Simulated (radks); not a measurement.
Task: Kr XXX, configuration [He] 2s2 2p3. Calculated with a radial shooting solver on a logarithmic mesh with Libxc functionals: non-relativistic Kohn-Sham, TPSS, spin-polarised, spherical densities, point nucleus; open shells are filled with parallel spins first; meta-GGA in the generalised Kohn-Sham scheme. Some entries of the table are withheld. Estimate them.

orbital  occ.  eigenvalue (eV)  <1/r> (bohr^-1)
1s up       1        -15809.14            35.56
1s down     1        -15784.05            35.60
2s up       1        -3436.996            8.348
2s down     1        -3395.273            8.276
2p up       3        -3318.123            8.287
2p down     0        -3265.209            8.236
3s up       0        -1427.308              (1)
3s down     0        -1416.691              (2)
3p up       0        -1387.548              (3)
3p down     0        -1375.189              (4)

Result: 
(1) 3s up <1/r> (bohr^-1): 3.524
(2) 3s down <1/r> (bohr^-1): 3.501
(3) 3p up <1/r> (bohr^-1): 3.491
(4) 3p down <1/r> (bohr^-1): 3.473
